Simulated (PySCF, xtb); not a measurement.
H3OSi, SMILES [O][SiH3] (connectivity only; charge and spin as stated), charge -1, multiplicity 1.

Harmonic wavenumbers (cm⁻¹) from xtb with GFN2-xTB at its own minimum, in rising order: 655, 655, 880, 882, 925, 1259, 1673, 1673, 1827.

### Question
What does PBE-D3(BJ)/def2-TZVPD in PySCF give at its own minimum? (An estimate is asked for; the answer gives what the named calculation found.)

### Answer
683, 683, 911, 911, 943, 1049, 1859, 1859, 1933. Paired by order, the mean absolute difference is 91 cm⁻¹ and the zero-point energies are 14.9 and 15.5 kcal/mol.
